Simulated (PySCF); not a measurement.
Atoms are numbered as in `[CH3:1][Si:2]([CH3:3])([CH3:4])[c:5]1[cH:6][cH:7][n:8][cH:9][cH:10]1`. Hydrogens are named by the atom that carries them.

[PySCF 2.14: σ from GIAO-PBE/pcSseg-1; PBE0-D3(BJ)/def2-SVP geometry; rapidly exchanging positions averaged; no relativistic terms; no solvent model; one computed conformer]

Q: Predict the 2D correlation tables (HSQC, COSY, HMBC).

A: 

HSQC (one-bond C–H):
```tsv
δH	δC
8.66 (H(C7)/H(C9))	152.3 (C7/C9)
7.13 (H(C6)/H(C10))	131.1 (C6/C10)
0.27 (H(C1)/H(C3)/H(C4))	-1.5 (C1/C3/C4)
```

COSY cross peaks (H two or three bonds apart, from the bond graph; peaks can be absent where the dihedral angle is near 90°):
```tsv
δH	δH
8.66 (H(C7)/H(C9))	7.13 (H(C6)/H(C10))
```

HMBC (two and three bonds, from the bond graph):
```tsv
δH	δC
8.66 (H(C7)/H(C9))	152.3 (C7/C9), 151.1 (C5), 131.1 (C6/C10)
7.13 (H(C6)/H(C10))	152.3 (C7/C9), 151.1 (C5), 131.1 (C6/C10)
0.27 (H(C1)/H(C3)/H(C4))	151.1 (C5), -1.5 (C1/C3/C4)
```

References, each an isolated molecule treated in the same way: 1H (31.20 ppm), 13C (180.03 ppm) vs TMS.

Short H···H contacts in this conformer between protons four or more bonds apart (candidates for NOE cross peaks, intensity ∝ r⁻⁶): H(C4)···H(C6) 2.56 Å.

Shifts are as computed. Against solution values, carbons near 30 ppm lie about +2 ppm off and those near 130 ppm about +2 ppm. Of 1211 compounds with measured shifts, 218 miss one by over three times the rms of a fit or turn the order of signals round; such compounds aren't used in these exercises.
